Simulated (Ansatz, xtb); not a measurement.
The molecule MgC, multiplicity 3 (lowest of 2S+1 = 1, 3, 5 at CCSD(T)/def2-TZVPP on PBE0 minima; our sources give no spin for the ground state, which may be another).

Constants: fifth-degree fit in 1/R to seven points, most abundant isotopes. Runs in def2 and cc sets follow the lowest solution found near the PBE0 minimum.

The values were computed with Ansatz (a program for electronic structure); xtb for the GFN methods. Each number belongs to the level named beside it. The GFN methods have no spin term and hold the electronic entropy of 300 K.

Question: What bond length and harmonic frequency does GFN2-xTB give?

Answer: r_e = 1.996 Å, ω_e = 601 cm⁻¹.

Question: What bond length and harmonic frequency does SVWN5/def2-TZVPP give, and what D_e (from each atom's lowest state at the same level)?

Answer: r_e = 2.069 Å, ω_e = 544 cm⁻¹, D_e = 2.20 eV.

Question: What bond length and harmonic frequency does PBE/def2-TZVPP give, and what D_e (from each atom's lowest state at the same level)?

Answer: r_e = 2.097 Å, ω_e = 522 cm⁻¹, D_e = 1.88 eV.

Doubts at one or more of the structures used: a spin-contaminated determinant (SVWN5/def2-TZVPP, PBE/def2-TZVPP).
